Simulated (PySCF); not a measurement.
Isomers of C4H8FOP, one GFN2-xTB conformer each. Single-point energies are computed at PBE0/pcSseg-1 (PySCF, gas phase, no added dispersion term), electronic only.

| SMILES | GFN2-xTB relative energy (kcal/mol) |
| --- | --- |
| OCCC/P=C\F | 55.1 |
| C[C@@H]1[C@H](F)C[P@H]1=O | 0.0 |
| COC/P=C(\C)F | 52.0 |

Conformers: `[OH:1][CH2:2][CH2:3][CH2:4]/[P:5]=[CH:6]\[F:7]` with H–O1–C2–C3 59°, O1–C2–C3–C4 179°, C2–C3–C4–P5 64°, C3–C4–P5–C6 -122°; `[CH3:1][C@@H:2]1[C@H:3]([F:4])[CH2:5][P@H:6]1=[O:7]` with C1–C2–C3–F4 -30°, C2–C3–C5–P6 19°, C3–C5–P6–O7 -137°, C1–C2–P6–C5 138°; `[CH3:1][O:2][CH2:3]/[P:4]=[C:5](\[CH3:6])[F:7]` with C1–O2–C3–P4 -69°, O2–C3–P4–C5 -62°.

Problem. What does PBE0/pcSseg-1 give for the same structures?

Solution. 
| SMILES | PBE0/pcSseg-1 E (Eh) | PBE0/pcSseg-1 (kcal/mol) | GFN2-xTB (kcal/mol) | point group |
| --- | --- | --- | --- | --- |
| C[C@@H]1[C@H](F)C[P@H]1=O | -673.11282 | 0.0 | 0.0 | C1 |
| OCCC/P=C\F | -673.06494 | 30.0 | 55.1 | C1 |
| COC/P=C(\C)F | -673.05743 | 34.8 | 52.0 | C1 |

Both levels put the same isomer lowest; measured from each level's own lowest isomer, the values differ by up to 25.1 kcal/mol (OCCC/P=C\F: 55.1 against 30.0). As drawn, the lowest has a four-membered ring and a P=O bond, which the highest lacks.

Problem. Which frontier levels, dipoles and rotational constants go with these structures?

Solution. 
```
                   SMILES  HOMO (eV, PBE0/pcSseg-1)  LUMO (eV)  dipole (D)      A, B, C (MHz)
C[C@@H]1[C@H](F)C[P@H]1=O                     -7.78       0.61        2.86   3434, 1858, 1388
               OCCC/P=C\F                     -7.18      -1.49        1.49  3507, 1079, 982.0
             COC/P=C(\C)F                     -6.91      -1.46        2.09   3638, 1335, 1169
```
